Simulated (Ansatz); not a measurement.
One change: `[NH2][Ga]([NH2])[F]` becomes `[NH2][Ga]([F])[Cl]`.

Ansatz, PBE0-D4/def2-TZVP geometries, multiplicity 1. Each molecule was computed in one conformer, which needn't be the lowest.

Scalar relativity is left out up to krypton.

```
                                      property  `[NH2][Ga]([NH2])[F]`
         HOMO energy (ωB97M-V/def2-TZVPP) / eV                  -9.77
           HOMO energy (B3LYP/def2-TZVPP) / eV                  -7.14
         HOMO–LUMO gap (B3LYP/def2-TZVPP) / eV                   6.46
             HOMO energy (PBE/def2-TZVPP) / eV                  -5.93
zero-point energy (PBE0-D4/def2-TZVP) / kJ/mol                  138.6
            HOMO energy (PBE0/def2-TZVPP) / eV                  -7.38
```

**Question.** What does the change do to each property? (Best estimate.)

**Answer.** Ansatz gave: 
```json
{"property": "HOMO energy (ωB97M-V/def2-TZVPP) / eV", "`[NH2][Ga]([F])[Cl]`": "-10.57", "shift": "-0.80"}
{"property": "HOMO energy (B3LYP/def2-TZVPP) / eV", "`[NH2][Ga]([F])[Cl]`": "-7.93", "shift": "-0.79"}
{"property": "HOMO–LUMO gap (B3LYP/def2-TZVPP) / eV", "`[NH2][Ga]([F])[Cl]`": "6.51", "shift": "0.05"}
{"property": "HOMO energy (PBE/def2-TZVPP) / eV", "`[NH2][Ga]([F])[Cl]`": "-6.74", "shift": "-0.81"}
{"property": "zero-point energy (PBE0-D4/def2-TZVP) / kJ/mol", "`[NH2][Ga]([F])[Cl]`": "75.3", "shift": "-63.3"}
{"property": "HOMO energy (PBE0/def2-TZVPP) / eV", "`[NH2][Ga]([F])[Cl]`": "-8.18", "shift": "-0.80"}
```

With PBE0 the HOMO falls by 0.80 eV and the LUMO falls by 0.75 eV, so the gap widens by about 0.05 eV. PBE moves the HOMO by -0.81 eV and ωB97M-V by -0.80 eV. The zero-point energy changes by -63.3 kJ/mol with -6 modes.

B3LYP here is the variant with VWN-RPA as its local correlation; programs differ in this.
